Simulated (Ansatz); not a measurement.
Cartesian coordinates in Å:
```
O 0.5236 1.9739 -0.5331
C -0.1203 0.9004 -1.1413
S -1.4277 0.1099 -0.1324
Ge -0.1811 -1.2851 1.0527
H 0.9657 1.6650 0.2630
H -0.6373 1.2976 -2.0147
H 0.5788 0.1254 -1.4746
H -1.1149 -1.9829 2.0462
H 0.9103 -0.5031 1.8128
H 0.5030 -2.3011 0.1214
```

Charge 0, multiplicity 1.

Task: List the PBE0/def2-TZVPP orbital energies in eV (Ansatz). (An estimate is asked.)

Result: The calculation gave: Occupied: -10860.46, -2422.28, -1358.72, -1208.54, -1208.52, -1208.52, -523.11, -280.55, -217.61, -171.45, -161.44, -161.37, -161.24, -121.27, -121.21, -121.21, -34.09, -34.07, -34.06, -33.99, -33.99, -29.32, -21.41, -18.27, -15.49, -14.70, -13.02, -12.21, -10.45, -10.14, -9.72, -9.03, -8.10, -7.13. Lowest empty: -0.11, 0.36, 0.76, 1.15, 1.65, 2.26, 2.68, 2.82.
